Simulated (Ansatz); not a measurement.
## Abstraction of F: GeH2F2 + SbHF → GeH2F + SbHF2

Species: GeH2F2 (difluorogermane) `[F][GeH2][F]`, singlet; SbHF `[F][SbH]`, doublet; GeH2F `[F][GeH2]`, doublet; SbHF2 `[F][SbH][F]`, singlet. A radical takes F: the energy is the difference in strength between the Ge–F bond broken and the Sb–F bond made.

Shapes, held fixed at every level: PBE0-D4/def2-TZVP. Programs: Ansatz 0.2.0. The zero-point and thermal change to 298 K, harmonic and unscaled (PBE0-D4/def2-TZVP), is -2.6 kJ/mol.

```csv
level,kind,ΔH(298 K) (kJ/mol),less CCSD(T)/def2-TZVPP,CPU time (sum over the molecules)
MP2/def2-TZVPP,perturbation theory,+107.5,+0.9,–
HF/def2-TZVPP,Hartree–Fock,+114.3,+7.7,–
SPW92/def2-TZVPP,LDA,+81.1,-25.5,5.6 s
PBE-D4/def2-TZVPP,GGA,+76.4,-30.2,11 s
B3LYP-D4/def2-TZVPP,global hybrid,+85.0,-21.6,14 s
wB97X-V/def2-TZVPP,range-separated hybrid,+94.3,-12.3,28 s
CCSD(T)/def2-TZVPP,coupled cluster or CI,+106.6,0.0,66 s
```

The highest level, CCSD(T)/def2-TZVPP, gives ΔH(298 K) = +106.6 kJ/mol; the levels span +76.4 to +114.3. The column of differences is taken from that level and isn't an error. No measured value is set beside it here. Open shells run unrestricted. For atoms past krypton def2 sets carry core potentials with scalar relativity. Relativity is left out for Ge. Outer-core shells of Ge, Sb are correlated, in sets that cover them unevenly. Times are processor times on shared x86 and Arm servers, and rough.
